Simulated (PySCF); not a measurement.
C4H4F2, SMILES CC#CC(F)F. Atoms are numbered in the order given.

```xyz
10

C      2.9038     0.5982    -0.0021
C      1.4684     0.3978    -0.0476
C      0.2672     0.2161    -0.0777
C     -1.1820     0.0519    -0.1407
F     -1.7045    -0.1087     1.1073
F     -1.5118    -1.0539    -0.8650
H      3.2180     0.9582     0.9906
H      3.2251     1.3409    -0.7496
H      3.4390    -0.3429    -0.2057
H     -1.6798     0.9229    -0.6068
```

Geometry optimised at r2SCAN-D4/def2-SVP.

These are HF/def2-TZVP (PySCF) values and carry that method's errors.

ESP charges are fitted to the potential on shells at 1.4 to 2.0 van der Waals radii. Atomic charges (e):

| atom | ESP fit | meta-Löwdin | Mulliken | Löwdin |
|---|---|---|---|---|
| C1 | -0.56 | -0.28 | -0.40 | -0.25 |
| C2 | 0.20 | 0.01 | 0.10 | -0.07 |
| C3 | -0.37 | -0.14 | -0.12 | -0.07 |
| C4 | 0.57 | 0.58 | 0.40 | -0.36 |
| F5 | -0.25 | ? | -0.26 | 0.10 |
| F6 | -0.25 | ? | -0.26 | 0.10 |
| H7 | 0.20 | ? | 0.15 | 0.14 |
| H8 | 0.19 | ? | 0.15 | 0.14 |
| H9 | 0.21 | ? | 0.15 | 0.14 |
| H10 | 0.07 | ? | 0.10 | 0.14 |

Task: Fill in the missing entries. (An estimate is asked for; the answer gives what the named calculation found.)

Result: 
- F5, meta-Löwdin: -0.34
- F6, meta-Löwdin: -0.34
- H7, meta-Löwdin: 0.13
- H8, meta-Löwdin: 0.13
- H9, meta-Löwdin: 0.13
- H10, meta-Löwdin: 0.12

Task: Give the Mayer and Wiberg (Löwdin basis) orders of the bonds. (An estimate is asked for; the answer gives what the named calculation found.)

Result: 
```
bond    Mayer  Wiberg
------  -----  ------
C1–C2    0.93    1.36
C2–C3    2.80    2.77
C3–C4    1.10    1.23
C4–F5    1.01    1.65
C4–F6    1.01    1.65
C1–H7    0.99    0.88
C1–H8    0.99    0.88
C1–H9    0.99    0.88
C4–H10   1.02    0.86
```
